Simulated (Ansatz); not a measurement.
Cartesian coordinates (Å):
```xyz
6

Ta    -0.0001     0.0000     0.0000
F      0.0089    -0.9990     1.6135
F     -0.0093     0.9992    -1.6133
F     -1.5447     0.8912     0.5605
F      1.6841     0.6936     0.4201
F     -0.1389    -1.5851    -0.9808
```
Charge 0, multiplicity 1.

All values below come from Ansatz (a quantum-chemistry and plane-wave program) with frozen-core CCSD(T)/def2-TZVPP // PBE-D3(BJ)/def2-SVP.

```
Quantity                        Value
----------------------  -------------
HF energy               -554.16526 Ha
MP2 correlation energy    -1.65443 Ha
```

Question: Estimate the CCSD correlation energy, the (T) correction, the total energy and the T1 diagnostic.

Answer: 
```
Item                             Value
-----------------------  -------------
CCSD correlation energy    -1.62923 Ha
(T) correction             -0.05972 Ha
CCSD(T) total energy     -555.85420 Ha
T1 diagnostic                    0.019
```
